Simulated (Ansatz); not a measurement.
Geometry optimisation, Ansatz 0.2.0, RKS PBE-D4/def2-SVP.

Input:

```yaml
crystal:
  periodic: [false, false, false]
  atoms:
    - { symbol: Ga, position_ang: [0.001011, 0.250311, -0.034908] }
    - { symbol: Cl, position_ang: [0.004146, 0.467727, 2.185262] }
    - { symbol: H, position_ang: [1.436011, 0.304253, -0.658545] }
    - { symbol: H, position_ang: [-1.439399, 0.205595, -0.647268] }
    - { symbol: F, position_ang: [0.078895, -2.489593, 0.875228] }
    - { symbol: H, position_ang: [0.065336, -2.049792, 1.699931] }
basis:
  gaussian: { orbitals: def2-SVP }
hamiltonian:
  xc: pbe
  dispersion: d4
relax:
  f_tol: 0.03
  max_steps: 50
```

Command:

```bash
$ ansatz run input.yaml --threads 1 --pin off --max-ram 2048MiB --backend cpu --events-out ev --progress --plain --runs-dir out
```

**Question.** Where does it end, and by what steps?

**Answer.** The forces met the threshold. After 5 steps the energy has fallen by 0.300 eV; F5 moved furthest, 0.43 Å.

```tsv
step	energy less start (eV)	largest force component (eV/Å)	accepted
0	0.0000	0.502	yes
1	-0.1393	0.357	yes
2	-0.2645	0.507	yes
3	-0.2807	0.545	yes
4	-0.2976	0.189	yes
5	-0.2996	0.022	yes
```

```xyz
6
Properties=species:S:1:pos:R:3
Ga 0.006 -0.016 0.010
Cl 0.006 0.224 2.269
H 1.440 0.159 -0.594
H -1.438 0.075 -0.586
F 0.069 -2.091 0.719
H 0.064 -1.663 1.603
```

Whether the end is a true minimum wasn't checked by a vibrational analysis.

The run took 15 s on 1 thread of Arm Neoverse V1, on a shared host, peak memory 0.14 GiB.
